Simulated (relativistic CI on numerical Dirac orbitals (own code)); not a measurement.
**Spin-allowed bands of a d2 ion in a tetrahedral site, by hand**

Problem. Take Δ = 4550 cm⁻¹ and B = 820 cm⁻¹ for a d2 ion in a tetrahedral site. Calculate the three spin-allowed bands.

Working.
1. The terms of highest spin are 3F (energy 0) and 3P (15B = 12300 cm⁻¹). Here the F term splits into A2 at −1.2Δ = -5460, T2 at −0.2Δ = -910 and T1 at +0.6Δ = 2730 cm⁻¹.
2. The two T1 states mix through the element 0.4Δ: H = [[2730, 1820], [1820, 12300]], with roots ½(H₁₁ + H₂₂) ∓ ½√[(H₂₂ − H₁₁)² + 4H₁₂²] = ½(15030) ∓ ½(10239) = 2396 and 12634 cm⁻¹.
3. The ground term is 3A2 at -5460 cm⁻¹.
4. Bands: 3T2 4550 cm⁻¹ (2198 nm), 3T1(F) 7856 cm⁻¹ (1273 nm), 3T1(P) 18094 cm⁻¹ (553 nm).

Check. Exact diagonalisation of the whole d2 shell with these parameters gives 3T2 4550, 3T1 7856, 3T1 18094 cm⁻¹. The match is exact, since without spin-orbit coupling no other term has this spin. The ratio of the second band to the first, 1.726, depends on Δ/B = 5.5 alone, which is how a Tanabe-Sugano diagram is read.
